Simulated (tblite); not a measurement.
Input of a run (GFN2-xTB geometry optimisation, gas phase (tblite 0.8.0)), started from a force field or distance geometry:
```
{"job": {"kind": "relax", "xc": "GFN2-xTB", "basis": "xTB"}, "charge": 0, "multiplicity": 1}
C     -2.106900     0.370600    -2.053800
Si    -1.414200    -0.413100    -0.511100
Si    -3.051800    -0.424600     0.989400
C      0.036100     0.628800    -0.029500
Si     1.038000    -0.029000     1.391300
S      2.597200    -1.354500     0.715500
Si     4.389600    -0.226600     0.277500
H     -3.027300     0.940900    -1.787500
H     -1.392900     1.126100    -2.450200
H     -2.334100    -0.411900    -2.786600
H     -1.083800    -1.797400    -0.855400
H     -4.166500    -1.264000     0.466400
H     -2.665300    -0.980200     2.284300
H     -3.639400     0.931900     1.131500
H      0.714600     0.719000    -0.901700
H     -0.327700     1.651000     0.231800
H      0.239100    -0.657600     2.430600
H      1.735100     1.106900     2.024000
H      5.551700    -0.996200     0.738000
H      4.507900     0.018400    -1.161400
H      4.391700     1.078300     0.968400
```

Output (eV, eV/Å):
```
step      E/eV     max force
  0    -587.67048    1.599
  1    -587.79761    0.792
  2    -587.85444    0.461
  3    -587.89120    0.493
  4    -587.94415    0.557
  5    -587.97335    0.482
  6    -587.99255    0.265
  7    -588.00786    0.299
  8    -588.02206    0.337
  9    -588.03524    0.275
 10    -588.04410    0.147
 11    -588.04772    0.110
 12    -588.04944    0.105
 13    -588.05121    0.092
 14    -588.05295    0.094
 15    -588.05476    0.116
 16    -588.05666    0.114
 17    -588.05853    0.115
 18    -588.06004    0.097
 19    -588.06110    0.075
 20    -588.06194    0.063
 21    -588.06281    0.074
 22    -588.06371    0.082
 23    -588.06454    0.077
 24    -588.06533    0.081
 25    -588.06622    0.081
 26    -588.06735    0.080
 27    -588.06863    0.082
 28    -588.06984    0.075
 29    -588.07085    0.071
 30    -588.07185    0.074
 31    -588.07306    0.080
 32    -588.07460    0.110
 33    -588.07646    0.130
 34    -588.07853    0.117
 35    -588.08065    0.143
 36    -588.08280    0.174
 37    -588.08506    0.165
 38    -588.08717    0.109
 39    -588.08863    0.103
 40    -588.08955    0.092
 41    -588.09044    0.069
 42    -588.09137    0.081
 43    -588.09237    0.077
 44    -588.09357    0.096
 45    -588.09508    0.103
 46    -588.09693    0.128
 47    -588.09934    0.186
 48    -588.10219    0.188
 49    -588.10428    0.177
 50    -588.10279    0.200
 51    -588.10651    0.073
 52    -588.10733    0.078
 53    -588.11016    0.096
 54    -588.11115    0.094
 55    -588.11386    0.070
 56    -588.11506    0.065
 57    -588.11650    0.071
 58    -588.11773    0.070
 59    -588.11934    0.081
 60    -588.12102    0.083
 61    -588.12254    0.068
 62    -588.12355    0.070
 63    -588.12428    0.077
 64    -588.12469    0.155
 65    -588.12603    0.080
 66    -588.12793    0.073
 67    -588.13017    0.101
 68    -588.13231    0.111
 69    -588.13413    0.093
 70    -588.13573    0.087
 71    -588.13733    0.088
 72    -588.13916    0.091
 73    -588.14145    0.099
 74    -588.14298    0.168
 75    -588.14530    0.145
 76    -588.14701    0.098
 77    -588.14876    0.065
 78    -588.14967    0.078
 79    -588.15151    0.077
 80    -588.15300    0.076
 81    -588.15419    0.068
 82    -588.15484    0.054
 83    -588.15535    0.064
 84    -588.15599    0.096
 85    -588.15670    0.047
 86    -588.15726    0.045
 87    -588.15755    0.051
 88    -588.15800    0.054
 89    -588.15845    0.054
 90    -588.15880    0.030
 91    -588.15898    0.032
 92    -588.15911    0.034
 93    -588.15931    0.040
 94    -588.15968    0.060
 95    -588.16033    0.076
 96    -588.16115    0.072
 97    -588.16177    0.042
 98    -588.16208    0.033
 99    -588.16225    0.048
100    -588.16245    0.035
101    -588.16299    0.041
102    -588.16363    0.060
103    -588.16436    0.058
104    -588.16498    0.055
105    -588.16555    0.058
106    -588.16613    0.056
107    -588.16675    0.045
108    -588.16729    0.053
109    -588.16772    0.059
110    -588.16815    0.057
111    -588.16861    0.051
112    -588.16909    0.044
113    -588.16958    0.039
114    -588.17001    0.034
115    -588.17037    0.047
116    -588.17092    0.064
117    -588.17168    0.066
118    -588.17250    0.060
119    -588.17323    0.067
120    -588.17393    0.067
121    -588.17444    0.050
122    -588.17491    0.081
123    -588.17540    0.076
124    -588.17635    0.070
125    -588.17700    0.081
126    -588.17811    0.072
127    -588.17922    0.083
128    -588.18039    0.072
129    -588.18118    0.102
130    -588.18246    0.086
131    -588.18391    0.080
132    -588.18483    0.079
133    -588.18579    0.080
134    -588.18685    0.065
135    -588.18815    0.070
136    -588.18887    0.071
137    -588.18968    0.085
138    -588.19039    0.089
139    -588.19121    0.082
140    -588.19195    0.060
141    -588.19238    0.039
142    -588.19266    0.036
143    -588.19286    0.036
144    -588.19311    0.032
145    -588.19343    0.037
146    -588.19377    0.042
147    -588.19401    0.037
148    -588.19419    0.026
149    -588.19431    0.024
150    -588.19443    0.022
151    -588.19451    0.018
152    -588.19460    0.022
153    -588.19470    0.026
154    -588.19483    0.026
155    -588.19496    0.029
156    -588.19510    0.027
157    -588.19524    0.029
158    -588.19539    0.030
159    -588.19556    0.029
160    -588.19575    0.029
161    -588.19596    0.033
162    -588.19619    0.032
163    -588.19642    0.027
164    -588.19667    0.030
165    -588.19692    0.042
166    -588.19721    0.042
167    -588.19752    0.044
168    -588.19786    0.052
169    -588.19821    0.055
170    -588.19855    0.039
171    -588.19886    0.039
172    -588.19913    0.040
173    -588.19946    0.044
174    -588.19984    0.050
175    -588.20028    0.064
176    -588.20072    0.063
177    -588.20114    0.044
178    -588.20159    0.051
179    -588.20210    0.051
180    -588.20261    0.052
181    -588.20291    0.053
182    -588.20315    0.028
183    -588.20332    0.023
184    -588.20356    0.035
185    -588.20373    0.036
186    -588.20401    0.029
187    -588.20423    0.029
188    -588.20438    0.026
189    -588.20452    0.034
190    -588.20467    0.035
191    -588.20488    0.035
192    -588.20513    0.037
193    -588.20532    0.026
194    -588.20544    0.020
195    -588.20551    0.021
196    -588.20556    0.019
197    -588.20562    0.018
198    -588.20571    0.024
199    -588.20580    0.024
200    -588.20588    0.021
201    -588.20596    0.021
202    -588.20605    0.019
203    -588.20613    0.023
204    -588.20619    0.021
205    -588.20624    0.016
206    -588.20630    0.019
207    -588.20637    0.020
208    -588.20646    0.027
209    -588.20654    0.024
210    -588.20661    0.016
211    -588.20667    0.013
212    -588.20672    0.016
213    -588.20677    0.018
214    -588.20682    0.017
215    -588.20691    0.017
216    -588.20698    0.017
217    -588.20706    0.018
218    -588.20713    0.019
219    -588.20720    0.022
220    -588.20728    0.021
221    -588.20736    0.020
222    -588.20744    0.018
223    -588.20750    0.018
224    -588.20756    0.019
225    -588.20760    0.017
226    -588.20764    0.013
227    -588.20767    0.011
228    -588.20768    0.010
```

Q: Summarise the run.

A: The energy falls by 12.4 kcal/mol over 228 L-BFGS steps, the largest force on an atom goes from 1.60 to 0.010 eV/Å, and the atoms move by 0.956 Å rms after alignment. The bond that changes most is Si2–Si3 (SiH silicon to SiH3 silicon), which lengthens by 0.095 Å. Bonds longer at the end by more than 0.005 Å: 5 of 20; shorter: 12. Among the angles that change most is S6–Si5–H17, from 110.8° to 102.4°. Among the dihedrals that turn most is H9–C1–Si2–H11, from -111° to -55°. The energy rose by more than 1e-5 eV at step 50. The first step brought 24 % of the lowering.

Q: What are the final bond lengths?

A: C1–Si2 1.908 Å, Si2–Si3 2.317 Å, Si2–C4 1.920 Å, C4–Si5 1.892 Å, Si5–S6 2.155 Å, S6–Si7 2.139 Å, C1–H8 1.087 Å, C1–H9 1.087 Å, C1–H10 1.086 Å, Si2–H11 1.476 Å, Si3–H12 1.467 Å, Si3–H13 1.463 Å, Si3–H14 1.469 Å, C4–H15 1.091 Å, C4–H16 1.090 Å, Si5–H17 1.456 Å, Si5–H18 1.465 Å, Si7–H19 1.452 Å, Si7–H20 1.458 Å, Si7–H21 1.459 Å. Numbering counts from 1 in the input's order; the species is `C[Si@H]([SiH3])C[SiH2]S[SiH3]`.

On an Arm Neoverse N1 with one thread (shared host), this took 4.8 s.

Its lowest GFN2-xTB frequency is 14 cm⁻¹, too small to tell a flat minimum from a shallow saddle. One conformer, not necessarily the lowest. 3 starts were optimised and ended at 0.00, 0.58 and 1.39 kcal/mol (GFN2-xTB); the lowest of these is shown.

All values are computed, not measured.
